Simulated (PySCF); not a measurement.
## KN: frontier orbitals

TPSSh at R = 2.589 Å; PySCF, no relativity, basis sets K def2-TZVPP, N def2-TZVPP. State: ³Σ⁻ (triplet), unpaired electrons π ↑↑. Only the outer orbitals are listed, counted within each symmetry.

```tsv
spin	orbital	occ.	ε (eV)	on K (%)	main shells (%)
α	5σ	1	-36.59	100	100 K s
α	2π	1	-19.60	100	100 K p
α	2π	1	-19.60	100	100 K p
α	6σ	1	-19.49	95	95 K p
α	7σ	1	-16.79	5	95 N s
α	3π	1	-5.17	3	97 N p
α	3π	1	-5.17	3	97 N p
α	8σ	1	-3.98	7	93 N p
α	9σ	0	-1.41	98	83 K s, 14 K p
α	4π	0	0.29	100	91 K p, 9 K d
α	4π	0	0.29	100	91 K p, 9 K d
β	5σ	1	-36.60	100	100 K s
β	2π	1	-19.61	100	100 K p
β	2π	1	-19.61	100	100 K p
β	6σ	1	-19.43	99	99 K p
β	7σ	1	-13.11	3	97 N s
β	8σ	1	-2.70	22	77 N p, 19 K s
β	9σ	0	-1.43	85	66 K s, 18 K p, 15 N p
β	3π	0	-0.38	39	60 N p, 34 K p
β	3π	0	-0.38	39	60 N p, 34 K p
```

**Question.** Which are the highest filled and the lowest empty level, where do they sit, and how wide is the gap?

**Answer.** Highest filled β 8σ at -2.70 eV (in %: 77 N p, 19 K s); lowest empty β 9σ at -1.43 eV (in %: 66 K s, 18 K p, 15 N p); the gap at TPSSh is 1.27 eV.

* bond order (Mayer): 0.63
* ⟨S²⟩: 2.078
* charge on K (Mulliken, basis-dependent): 0.63
* charge on K (Löwdin, basis-dependent): 0.48
* dipole moment (positive dipole means K(−)N(+)): -7.67 D

The state was picked by a PBE0 search and need not be the measured ground state.
